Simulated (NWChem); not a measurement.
All runs are NWChem calculations. System: silanone (H₂OSi), charge 0, spin multiplicity 1, at a geometry optimised with PBE0/def2-SVP. Level: PBE/cc-pVDZ.

Job file:

```
start mol
memory heap 200 mb stack 900 mb global 1100 mb
geometry units angstroms nocenter noautoz
  Si     0.000000     0.000000     0.440978
  O      0.000000     0.000000    -1.091069
  H     -1.235351     0.000000     1.277428
  H      1.235351     0.000000     1.277428
  symmetry group C2v
end
basis spherical
  * library cc-pvdz
end
dft
  xc xpbe96 cpbe96
  semidirect memsize 60000000 filesize 0
  iterations 100
end
task dft energy
```

NWChem printed:

```
             Northwest Computational Chemistry Package (NWChem) 7.3.0
             --------------------------------------------------------

                                NWChem Input Module
                                -------------------

 Scaling coordinates for geometry "geometry" by  1.889725989
 (inverse scale =  0.529177249)

 Turning off AUTOSYM since
 SYMMETRY directive was detected!

                             Geometry "geometry" -> ""
                             -------------------------

 Output coordinates in angstroms (scale by  1.889725989 to convert to a.u.)

  No.       Tag          Charge          X              Y              Z
 ---- ---------------- ---------- -------------- -------------- --------------
    1 Si                  14.0000     0.00000000     0.00000000     0.44097800
    2 O                    8.0000     0.00000000     0.00000000    -1.09106900
    3 H                    1.0000    -1.23535100     0.00000000     1.27742800
    4 H                    1.0000     1.23535100     0.00000000     1.27742800

 Effective nuclear repulsion energy (a.u.)      52.0007935892

            Nuclear Dipole moment (a.u.)
            ----------------------------
        X                 Y               Z
 ---------------- ---------------- ----------------
     0.0000000000     0.0000000000    -0.0000075589

      Symmetry information
      --------------------

 Group name             C2v
 Group number             16
 Group order               4
 No. of unique centers     3

      Symmetry unique atoms

     1    2    3


 Summary of "ao basis" -> "" (spherical)
 ------------------------------------------------------------------------------
       Tag                 Description            Shells   Functions and Types
 ---------------- ------------------------------  ------  ---------------------
 *                          cc-pvdz                   on all atoms

  pbe96 is a nonlocal functional; adding pw91lda local functional.

                                 NWChem DFT Module
                                 -----------------

 Summary of "ao basis" -> "ao basis" (spherical)
 ------------------------------------------------------------------------------
       Tag                 Description            Shells   Functions and Types
 ---------------- ------------------------------  ------  ---------------------
 Si                         cc-pvdz                  8       18   4s3p1d
 O                          cc-pvdz                  6       14   3s2p1d
 H                          cc-pvdz                  3        5   2s1p

 Summary of "ao basis" -> "ao basis" (spherical)
 ------------------------------------------------------------------------------
       Tag                 Description            Shells   Functions and Types
 ---------------- ------------------------------  ------  ---------------------
 Si                         cc-pvdz                  8       18   4s3p1d
 O                          cc-pvdz                  6       14   3s2p1d
 H                          cc-pvdz                  3        5   2s1p

      Symmetry analysis of basis
      --------------------------

        a1         20
        a2          3
        b1         11
        b2          8

            General Information
            -------------------
          SCF calculation type: DFT
          Wavefunction type:  closed shell.
          No. of atoms     :     4
          No. of electrons :    24
           Alpha electrons :    12
            Beta electrons :    12
          Charge           :     0
          Spin multiplicity:     1
          Use of symmetry is: on ; symmetry adaption is: on
          Maximum number of iterations: 100
          AO basis - number of functions:    42
                     number of shells:    20
          Convergence on energy requested:  1.00D-06
          Convergence on density requested:  1.00D-05
          Convergence on gradient requested:  5.00D-04

              XC Information
              --------------
          PerdewBurkeErnzerhof Exchange Functional  1.000
            Perdew 1991 LDA Correlation Functional  1.000 local
           PerdewBurkeErnz. Correlation Functional  1.000 non-local

             Grid Information
             ----------------
          Grid used for XC integration:  medium
          Radial quadrature: Mura-Knowles
          Angular quadrature: Lebedev.
          Tag              B.-S. Rad. Rad. Pts. Rad. Cut. Ang. Pts.
          ---              ---------- --------- --------- ---------
          Si                  1.10       88           7.0       590
          O                   0.60       49           8.0       434
          H                   0.35       45           8.0       434
          Grid pruning is: on
          Number of quadrature shells:   182
          Spatial weights used:  Erf1

          Convergence Information
          -----------------------
          Convergence aids based upon iterative change in
          total energy or number of iterations.
          Levelshifting, if invoked, occurs when the
          HOMO/LUMO gap drops below (HL_TOL):  1.00D-02
          DIIS, if invoked, will attempt to extrapolate
          using up to (NFOCK): 10 stored Fock matrices.

                    Damping( 0%)  Levelshifting(0.5)       DIIS
                  --------------- ------------------- ---------------
          dE  on:    start            ASAP                start
          dE off:    2 iters        100 iters           100 iters

      Screening Tolerance Information
      -------------------------------
          Density screening/tol_rho:  1.00D-10
          AO Gaussian exp screening on grid/accAOfunc:  14
          CD Gaussian exp screening on grid/accCDfunc:  20
          XC Gaussian exp screening on grid/accXCfunc:  20
          Schwarz screening/accCoul:  1.00D-08

      Superposition of Atomic Density Guess
      -------------------------------------

 Sum of atomic energies:        -364.59749703

      Non-variational initial energy
      ------------------------------

 Total energy =    -364.813131
 1-e energy   =    -607.755976
 2-e energy   =     190.942051
 HOMO         =      -0.383372
 LUMO         =      -0.048027

      Symmetry analysis of molecular orbitals - initial
      -------------------------------------------------

  Numbering of irreducible representations:

     1 a1          2 a2          3 b1          4 b2

  Orbital symmetries:

     1 a1          2 a1          3 a1          4 a1          5 b1
     6 b2          7 a1          8 a1          9 b1         10 a1
    11 b2         12 b1         13 b2         14 a1         15 a1
    16 b1         17 a1         18 b1         19 b2         20 a2
    21 a1         22 b1

------------------------------------------------------------
EAF file 0: "./mol.aoints.0" size=524288 bytes
------------------------------------------------------------
               write      read    awrite     aread      wait
               -----      ----    ------     -----      ----
     calls:        1         0         0         0         0
   data(b): 5.24e+05  0.00e+00  0.00e+00  0.00e+00
   time(s): 0.00e+00  0.00e+00  0.00e+00  0.00e+00  0.00e+00
rate(mb/s): 0.00e+00  0.00e+00
------------------------------------------------------------

   convergence    iter        energy       DeltaE   RMS-Dens  Diis-err    time
 ---------------- ----- ----------------- --------- --------- ---------  ------
 d= 0,ls=0.0,diis     1   -365.4949289773 -4.17D+02  1.06D-01  1.13D+00     1.4
 d= 0,ls=0.0,diis     2   -362.2784822162  3.22D+00  9.37D-02  2.17D+01     1.5
 d= 0,ls=0.0,diis     3   -365.6499622940 -3.37D+00  4.02D-03  8.10D-02     1.5
 d= 0,ls=0.0,diis     4   -365.6567059099 -6.74D-03  1.99D-03  1.50D-02     1.6
 d= 0,ls=0.0,diis     5   -365.6585633128 -1.86D-03  7.45D-04  1.70D-03     1.7
  Resetting Diis
 d= 0,ls=0.0,diis     6   -365.6587783924 -2.15D-04  1.66D-04  9.53D-05     1.7
 d= 0,ls=0.0,diis     7   -365.6587935585 -1.52D-05  2.68D-05  2.91D-07     1.8
 d= 0,ls=0.0,diis     8   -365.6587932395  3.19D-07  2.25D-05  3.12D-06     1.8
 d= 0,ls=0.0,diis     9   -365.6587936000 -3.61D-07  3.30D-06  3.48D-08     1.9

         Total DFT energy =     -365.658793600002
      One electron energy =     -609.298280927071
           Coulomb energy =      221.624710026829
    Exchange-Corr. energy =      -29.986016289003
 Nuclear repulsion energy =       52.000793589244

 Numeric. integr. density =       23.999993717750

     Total iterative time =      1.2s

                  Occupations of the irreducible representations
                  ----------------------------------------------

                     irrep           alpha         beta
                     --------     --------     --------
                     a1                7.0          7.0
                     a2                0.0          0.0
                     b1                3.0          3.0
                     b2                2.0          2.0

                       DFT Final Molecular Orbital Analysis
                       ------------------------------------

 Vector   10  Occ=2.000000D+00  E=-3.050340D-01  Symmetry=a1
              MO Center=  1.1D-15,  3.0D-16, -8.2D-01, r^2= 1.5D+00
   Bfn.  Coefficient  Atom+Function         Bfn.  Coefficient  Atom+Function
  ----- ------------  ---------------      ----- ------------  ---------------
    24      0.538943  2 O  pz                27      0.322463  2 O  pz
    10     -0.301128  1 Si pz                21     -0.280638  2 O  s
     3      0.162194  1 Si s                 20     -0.135028  2 O  s
    33     -0.115678  3 H  s                 38     -0.115678  4 H  s
    34     -0.087164  3 H  s                 39     -0.087164  4 H  s

 Vector   11  Occ=2.000000D+00  E=-2.827987D-01  Symmetry=b2
              MO Center= -1.8D-16, -9.5D-18, -7.2D-01, r^2= 1.3D+00
   Bfn.  Coefficient  Atom+Function         Bfn.  Coefficient  Atom+Function
  ----- ------------  ---------------      ----- ------------  ---------------
    23      0.533522  2 O  py                26      0.349942  2 O  py
     9      0.275649  1 Si py                12      0.213431  1 Si py
    15     -0.081352  1 Si d -1

 Vector   12  Occ=2.000000D+00  E=-2.382236D-01  Symmetry=b1
              MO Center=  1.5D-15, -2.7D-16, -6.2D-01, r^2= 1.7D+00
   Bfn.  Coefficient  Atom+Function         Bfn.  Coefficient  Atom+Function
  ----- ------------  ---------------      ----- ------------  ---------------
    22      0.571437  2 O  px                25      0.378830  2 O  px
    34      0.226029  3 H  s                 39     -0.226029  4 H  s
    11      0.167600  1 Si px                17      0.153145  1 Si d  1
    33      0.149354  3 H  s                 38     -0.149354  4 H  s

 Vector   13  Occ=0.000000D+00  E=-1.054051D-01  Symmetry=b2
              MO Center=  3.4D-16, -4.9D-15,  3.1D-01, r^2= 2.6D+00
   Bfn.  Coefficient  Atom+Function         Bfn.  Coefficient  Atom+Function
  ----- ------------  ---------------      ----- ------------  ---------------
    12      0.572067  1 Si py                 9      0.447425  1 Si py
    23     -0.353932  2 O  py                26     -0.314334  2 O  py
    15      0.141307  1 Si d -1

 Vector   14  Occ=0.000000D+00  E=-2.524739D-02  Symmetry=a1
              MO Center= -8.2D-16,  4.4D-15,  6.0D-01, r^2= 3.3D+00
   Bfn.  Coefficient  Atom+Function         Bfn.  Coefficient  Atom+Function
  ----- ------------  ---------------      ----- ------------  ---------------
     4      1.404036  1 Si s                 34     -0.711359  3 H  s
    39     -0.711359  4 H  s                 21     -0.328733  2 O  s
     3      0.265900  1 Si s                 24     -0.250579  2 O  pz
    33     -0.227194  3 H  s                 38     -0.227194  4 H  s
    27     -0.203424  2 O  pz                16     -0.172286  1 Si d  0

 Vector   15  Occ=0.000000D+00  E= 3.007676D-02  Symmetry=a1
              MO Center= -1.1D-14, -8.5D-16,  7.0D-01, r^2= 3.6D+00
   Bfn.  Coefficient  Atom+Function         Bfn.  Coefficient  Atom+Function
  ----- ------------  ---------------      ----- ------------  ---------------
    13      1.268137  1 Si pz                34     -0.891302  3 H  s
    39     -0.891302  4 H  s                  4      0.827533  1 Si s
    21      0.391118  2 O  s                 16      0.249437  1 Si d  0
    10      0.240124  1 Si pz                18     -0.117235  1 Si d  2
    33     -0.113559  3 H  s                 38     -0.113559  4 H  s

 center of mass
 --------------
 x =   0.00000000 y =   0.00000000 z =  -0.10435325

 moments of inertia (a.u.)
 ------------------
          98.669337442771           0.000000000000           0.000000000000
           0.000000000000         109.654172411839           0.000000000000
           0.000000000000           0.000000000000          10.984834969068

     Multipole analysis of the density
     ---------------------------------

     L   x y z        total         alpha         beta         nuclear
     -   - - -        -----         -----         ----         -------
     0   0 0 0     -0.000000    -12.000000    -12.000000     24.000000

     1   1 0 0      0.000000      0.000000      0.000000      0.000000
     1   0 1 0     -0.000000     -0.000000     -0.000000      0.000000
     1   0 0 1      1.203421      0.601714      0.601714     -0.000008

     2   2 0 0    -14.324296    -12.611921    -12.611921     10.899546
     2   1 1 0     -0.000000     -0.000000     -0.000000      0.000000
     2   1 0 1     -0.000000     -0.000000     -0.000000      0.000000
     2   0 2 0    -12.754711     -6.377356     -6.377356      0.000000
     2   0 1 1      0.000000      0.000000      0.000000      0.000000
     2   0 0 2    -15.699728    -35.542681    -35.542681     55.385634

 Task  times  cpu:        1.9s     wall:        1.9s

 Total times  cpu:        1.9s     wall:        1.9s
```
